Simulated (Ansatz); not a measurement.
Basis-set extrapolation for `O[SiH](O)[SiH2]` radical (PBE0-D4/def2-TZVP geometry, frozen core, Ansatz). Multiplicity 2, UHF reference.

```csv
,def2-TZVPP,def2-QZVPP
HF,-730.657437,-730.683140
MP2 correlation,-0.705770,-0.763321
CCSD(T) correlation,-0.768528,not run
```

Energies in hartree. Use E(X) = E(∞) + A·exp(−7.88·√X) for Hartree–Fock and E(X) = E(∞) + B·X^(−2.97) for correlation, with X = 3 and 4, and add CCSD(T) minus MP2 of the smaller set to the MP2 limit.

What is the CCSD(T) energy at the basis-set limit?

HF limit: -730.683140 + (-0.025703) × 0.13774 = -730.68668. MP2 limit: -0.763321 + (-0.057551) × 0.74074 = -0.80595. Higher-order term: -0.768528 − (-0.705770) = -0.06276. Total: -731.55539 hartree, 81.2 kcal/mol below CCSD(T)/def2-TZVPP.
